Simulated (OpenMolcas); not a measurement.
# Levels of Zr+ by method

```json
{
  "Program": "OpenMolcas 26.06",
  "Basis": "ANO-RCC-VQZP [8s7p5d3f2g1h]",
  "Scalar Hamiltonian": "DKH2, point nucleus",
  "Active space": "3 electrons in 6 orbitals (4d 5s)",
  "State averaging": "2S+1 = 4 even, 20 roots; 2S+1 = 2 even, 70 roots kept (CI in the orbitals of an earlier block)",
  "Spin-orbit coupling": "RASSI with atomic mean-field integrals over the reference wave functions, term energies averaged over their components"
}
```

Methods on the same reference wave functions:
A. CASSCF
B. MS-CASPT2, IPEA 0.25 Eh, imaginary shift 0.1 Eh (closed shells correlated: 4s 4p)
C. XMS-CASPT2, IPEA 0.25 Eh, imaginary shift 0.1 Eh (closed shells correlated: 4s 4p)

Energies in cm-1 above 4d2 5s 4F 3/2, the measured ground level; measured values from NIST Handbook of Basic Atomic Spectroscopic Data.

```csv
Level,A,B,C,Measured
4d2 5s 4F 3/2,0.0,0.0,0.0,0.0
4d2 5s 4F 5/2,307,309,311,315
4d2 5s 4F 7/2,735,750,751,763
4d2 5s 4F 9/2,1271,1293,1292,1323
4d3 4F 3/2,3397,2160,3660,2572
4d3 4F 5/2,3734,2540,3910,2895
4d3 4F 7/2,4168,2990,4260,3300
4d3 4F 9/2,4674,3480,4750,3758
4d2 5s 2D 3/2(1) [74 %],6271,3310,2810,
4d2 5s 2D 5/2(1),6557,3580,3320,
4d3 2P 1/2,8021,4890,6020,
4d3 2P 3/2,8444,5300,6340,
4d2 5s 2F 5/2,9167,4560,5110,5753
4d2 5s 4P 1/2,9334,7780,7870,
4d2 5s 4P 3/2,9547,7990,8070,
4d2 5s 2F 7/2,9837,5230,5830,6468
4d2 5s 4P 5/2,9871,8290,8340,
4d3 2G 7/2,10460,7230,8350,
4d3 2G 9/2,10759,7520,8670,
4d3 4P 1/2,12806,9310,10480,
4d3 4P 3/2,13013,9500,10680,
4d3 4P 5/2,13249,9740,10920,
4d3 2H 9/2,16236,11390,12940,
4d3 2H 11/2,16633,11790,13370,
```

Deviations, from unrounded energies. A percentage is the sum of absolute deviations over the sum of measured energies, with the sign that they share, or ± where signs differ.

```
                        Against measurement  Levels      A      B      C
             mean absolute deviation (cm-1)       9   1100    430    600
      fine structure of the ground term (%)       3   -3.6   -2.0   -2.0
other terms of the ground configuration (%)       2  +55.5  -19.9  -10.5
                   other configurations (%)       4  +27.5  -10.8  +32.4
```

B lies closest to measurement on these levels and A furthest from it. The largest miss of B in the table is 4d2 5s 2F 7/2, by -1200 cm-1. The ranking rests on the paired levels alone, and a cruder setting can come out closer through cancelling errors.

Between B and C the level of the table that moves most is 4d3 2H 11/2, by 1600 cm-1 (lowest in B, highest in C). Moves below CASPT2's spread within the term are not significant.

The mean deviations of B to C differ by less than CASPT2's widest spread within a term (1800 cm-1), so their order carries little weight.

From A to B the spin-free energies of the other terms of 4d2 5s shown, above 4F, scale by factors of 0.47 to 0.82.

The lowest spin-free term lies below A's lowest term by 0.314 hartree in B, 0.323 hartree in C.

Term energies are means over components that CASPT2 splits; among the terms shown or strongly mixed into the levels shown the widest spread is 1800 cm-1 (4d2 5s 2F, C). Over all roots computed the reference weight is 0.87 to 0.93 in B, 0.82 to 0.93 in C; the roots of lowest weight are the least certain, and an intruder state may touch them. Terms from blocks run as CI alone lack orbitals of their own. Configurations are named by rounded mean occupations; where the s occupation lies near a half they are strongly mixed, a name can repeat and a true partner stay unpaired. A single d shell beside an s shell can misplace configurations of different d count against each other. The CASPT2 spread within a term exceeds the gap to the next term for 4d3 4F and 4d2 5s 2D(1), 4d2 5s 2F and 4d3 2P, so the order of their levels is uncertain, and so are names and mixing where such terms share a J (figures for B; the like holds for C). Without dynamic correlation excited terms often stand tens of per cent too high (terms of higher spin than the ground term too low), and those without a measured partner can miss by more than the paired ones (holds for A). Some terms miss by over 15 % even with CASPT2, which points to a basis or an active space too small for the shells correlated (holds for B). Measured partners are found by configuration, term and J. A level has none where our copy of the source lacks it or the pairing is in doubt (some pairs that miss far off the trend of their configuration count as doubtful), and it then counts in no deviation. Only configurations of the active space appear. Levels that lie high or do not pair safely by name in every column are left out.

A share in square brackets marks a mixed level and gives the weight of the term that names it, the lowest over the columns. A number in round brackets counts repeated terms of one configuration in the order of the reference energies.
